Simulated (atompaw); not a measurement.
# Before and after: PAW (atompaw) potential for osmium (Os)

atompaw 4.2.0.5 input, output lines left out:

```
Os 76
GGA-PBESOL scalarrelativistic loggrid 2001 logderivrange -9 5 351
6 6 5 4 0 0
6 1 0
5 2 6
0 0 0
c
c
c
c
v
v
c
c
c
v
v
c
c
v
c
3
2.60 2.30 2.55 2.50
n
n
y
0.25
n
y
0.1
n
custom polynom2 7 10 vanderbiltortho sinc
bessel
1.55
2.60
2.10
2.60
2.60
2.60
2.60
```

Change: augmentation sinc compensation charge, radius 2.30 bohr; PAW radius 2.60 bohr; waves and projectors: custom polynom gramschmidtortho.

Cutoffs: the cutoffs (Ry, on a coarse ladder) from which the occupation-weighted sum of valence levels, in a spherical-Bessel basis at the reference potential, stays within 10 and 1 mRy of its value at 400 Ry; they do not see the model core or the augmentation charge, which bear on the density cutoff.

Question: What does the change do?

Answer: The potential gets softer (35 Ry and 80 Ry → 30 Ry and 40 Ry); the range in which the d phases agree widens (upper end 2.1 → at the end of the scan); neither file shows a bound ghost.

| quantity | base | changed |
| --- | --- | --- |
| cutoff, loose | 35 Ry | 30 Ry |
| cutoff, tight | 80 Ry | 40 Ry |
| loose cutoff by channel (10 mRy a level) | s 18 Ry, p 15 Ry, d 18 Ry | s 18 Ry, p 15 Ry, d 12 Ry |
| bound ghosts | none | none |
| s: phases at 2.61 bohr within 0.05 rad from the reference energy up to (Ry; the scan ends near 5) | n/a | n/a |
| p: phases at 2.61 bohr within 0.05 rad from the reference energy up to (Ry; the scan ends near 5) | to the end of the scan | to the end of the scan |
| d: phases at 2.61 bohr within 0.05 rad from the reference energy up to (Ry; the scan ends near 5) | 2.1 | to the end of the scan |
| f: phases at 2.61 bohr within 0.05 rad from the reference energy up to (Ry; the scan ends near 5) | 1.2 | 1.6 |
| lowest overlap eigenvalue by channel | s 0.40, p 0.61, d 0.93, f 1.00 | s 0.40, p 0.66, d 0.92, f 1.00 |

 The cutoffs see the waves, projectors and local potential, not the compensation charge or the core.
